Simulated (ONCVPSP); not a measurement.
# sulfur (S): one change to an ONCV potential, before and after

- Element: sulfur (S)
- Generator: ONCVPSP 4.0.1
- Type: optimised norm-conserving Vanderbilt (ONCV)
- Functional: revPBE
- Relativity: scalar-relativistic
- Frozen core: [Ne]
- Valence charge: 6
- Reference configuration: 3s1 3p5
- Partial waves: 3s: rc 1.15 bohr, ncon 3, nbas 7, qcut 7 1/bohr, 2 projectors, debl 1.1 Ha; 3p: rc 1.50 bohr, ncon 5, nbas 10, qcut 5.1 1/bohr, 2 projectors, debl 3.5 Ha
- Local potential: polynomial inside 0.70 bohr (lpopt 5, dvloc0 3 Ha)
- Core correction: Teter function, fcfact 2, rcfact 1.7

All-electron outer shells of the reference configuration (revPBE, scalar-relativistic, ld1.x):

```
shell  level (eV)  outermost node (bohr)  outermost maximum (bohr)
   2s     -213.27                   0.13                      0.39
   2p     -157.90                      –                      0.33
   3s      -17.91                   0.60                      1.40
   3p       -7.53                   0.58                      1.59
```

Change: core correction Teter function, fcfact 2, rcfact 1.34.

Cutoffs: the cutoffs (Ha) at which the residual kinetic energy of the hardest occupied pseudo-wave falls to 1 and 0.1 mHa per electron; they do not see the model core or the augmentation charge, which bear on the density cutoff. Errors are all-electron minus pseudo energies relative to the spin-unpolarised reference configuration.

Task: Predict the effect on cutoff, ghosts and configuration errors.

Result: The potential gets neither clearly harder nor softer (12 Ha and 63 Ha → 12 Ha and 63 Ha); both files keep a bound ghost (s); of the 4 tests that both files solve, the error grows in 0 and shrinks in 2 by more than 15 % and 0.3 meV (median size 2.2 → 1.0 meV). A model core, the more so a compact one, raises the density cutoff, which this test does not measure.

```csv
quantity,base,changed
"cutoff, loose",12 Ha,12 Ha
"cutoff, tight",63 Ha,63 Ha
bound ghosts,s,s
GHOST(+) flags under 300 eV,none,none
"error for 3s2 3p4, meV [ΔE -10.32 eV]",-0.7,+0.6
"error for 3s2 3p3, meV [ΔE 1.43 eV]",+3.6,+1.3
"error for 3s2 3p2, meV [ΔE 23.69 eV]",+14,+5.7
"error for 3s1 3p4, meV [ΔE 12.31 eV]",+0.6,-0.6
s: phases at 1.17 bohr within 0.05 rad from the reference energy up to (Ha; the scan ends near 5),to the end of the scan,to the end of the scan
p: phases at 1.52 bohr within 0.05 rad from the reference energy up to (Ha; the scan ends near 5),to the end of the scan,to the end of the scan
"rms error of d²Exc/dni dnj with the model core, mHa",2.51,0.64
```

 A true bound ghost makes a file unfit for plane-wave use even where its test errors are small: the radial tests pick states by their node count and pass the ghost by.
